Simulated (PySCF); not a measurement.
hex-3-yne (C6H10), SMILES CCC#CCC.

Geometry optimised at B3LYP-D3(BJ)/def2-SVP.

Computed with CAM-B3LYP/def2-TZVP (PySCF).

Symmetry labels are those of the subgroup C2v that the program uses (full group C2v).

Computed valence orbital energies around the gap with their symmetry:
| orbital | symmetry | energy (eV) |
|---|---|---|
| HOMO−7 | A1 | -12.68 |
| HOMO−6 | B1 | -12.54 |
| HOMO−5 | B1 | -11.84 |
| HOMO−4 | A1 | -11.71 |
| HOMO−3 | B2 | -11.65 |
| HOMO−2 | A2 | -11.42 |
| HOMO−1 | A1 | -8.47 |
| HOMO | B2 | -8.38 |
| LUMO | A1 | 1.94 |
| LUMO+1 | B1 | 1.95 |
| LUMO+2 | A2 | 2.63 |
| LUMO+3 | A1 | 3.10 |
